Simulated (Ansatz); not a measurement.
Reaction (SMILES): [C]Br (C-Br) → Br atom + C atom
B3LYP-D3(BJ)/def2-TZVP geometries, fixed; electronic energies without zero-point terms.

How fast the atomisation energy converges with the basis for several methods (Ansatz, a first-principles code): deviation from each method's own reference, in kcal/mol. References: B3LYP 82.88 kcal/mol, the value in aug-cc-pV5Z; HF 38.31 kcal/mol, the value in pcseg-4; PBE 95.21 kcal/mol, the value in aug-cc-pV5Z; r2SCAN 87.17 kcal/mol, the value in aug-cc-pV5Z. Cartesian d functions, on some or all atoms, in 6-31G**; all else is spherical. Open shells are unrestricted. No added dispersion term, no relativity. 

```json
[
 {"basis": "pcseg-0", "functions": "31", "B3LYP": "-20.74", "HF": "-27.98", "PBE": "…", "r2SCAN": "-22.30"},
 {"basis": "pcseg-1", "functions": "41", "B3LYP": "-3.57", "HF": "-4.33", "PBE": "…", "r2SCAN": "-3.91"},
 {"basis": "cc-pVDZ", "functions": "41", "B3LYP": "-1.85", "HF": "-2.92", "PBE": "…", "r2SCAN": "-2.37"},
 {"basis": "6-31G**", "functions": "50", "B3LYP": "-2.16", "HF": "-2.76", "PBE": "…", "r2SCAN": "-2.40"},
 {"basis": "aug-pcseg-1", "functions": "59", "B3LYP": "-3.45", "HF": "-3.23", "PBE": "…", "r2SCAN": "-3.30"},
 {"basis": "aug-cc-pVDZ", "functions": "59", "B3LYP": "-1.53", "HF": "-1.85", "PBE": "…", "r2SCAN": "-1.64"},
 {"basis": "6-311G**", "functions": "62", "B3LYP": "-2.67", "HF": "-2.82", "PBE": "…", "r2SCAN": "-2.74"},
 {"basis": "pcseg-2", "functions": "73", "B3LYP": "-0.70", "HF": "-0.53", "PBE": "…", "r2SCAN": "-0.55"},
 {"basis": "cc-pV5Z", "functions": "195", "B3LYP": "-0.12", "HF": "-0.12", "PBE": "…", "r2SCAN": "-0.07"},
 {"basis": "pcseg-4", "functions": "212", "B3LYP": "-0.16", "HF": "0.00", "PBE": "…", "r2SCAN": "-0.08"}
]
```

### Question
Fill in the missing entries.

### Answer

- pcseg-0, PBE: -19.88
- pcseg-1, PBE: -3.49
- cc-pVDZ, PBE: -1.65
- 6-31G**, PBE: -2.08
- aug-pcseg-1, PBE: -3.41
- aug-cc-pVDZ, PBE: -1.38
- 6-311G**, PBE: -2.43
- pcseg-2, PBE: -0.69
- cc-pV5Z, PBE: -0.12
- pcseg-4, PBE: -0.20

Mean absolute deviation over 6-311G**, pcseg-2: PBE 1.56, r2SCAN 1.64, HF 1.67, B3LYP 1.69 kcal/mol.
